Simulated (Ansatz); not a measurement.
C₇H₁₈GeO₂, SMILES `C[O][Ge]([CH3])([CH3])[O]C(C)(C)C`, charge 0, multiplicity 1.

**Question.** Give a relaxed structure at PBE0-D4/def2-TZVP (Ansatz 0.2.0). (An estimate is asked.)

**Answer.** The calculation gave: 
Cartesian coordinates in Å:
```
C -2.219 2.058 0.852
O -1.560 0.875 0.483
Ge -0.222 0.957 -0.706
C 1.091 2.257 -0.091
C -0.919 1.311 -2.479
O 0.443 -0.677 -0.806
C 0.658 -1.601 0.259
C 1.683 -2.593 -0.268
C 1.195 -0.902 1.501
C -0.654 -2.307 0.574
H -2.982 1.809 1.594
H -1.540 2.794 1.304
H -2.724 2.538 0.002
H 2.016 2.129 -0.655
H 1.302 2.120 0.969
H 0.727 3.274 -0.252
H -0.113 1.255 -3.212
H -1.672 0.563 -2.726
H -1.370 2.304 -2.531
H 1.884 -3.375 0.469
H 2.620 -2.083 -0.501
H 1.312 -3.063 -1.181
H 0.459 -0.198 1.898
H 2.118 -0.364 1.270
H 1.414 -1.631 2.284
H -1.397 -1.588 0.924
H -1.038 -2.794 -0.324
H -0.511 -3.068 1.346
```
This is one stationary point; other conformers may exist.
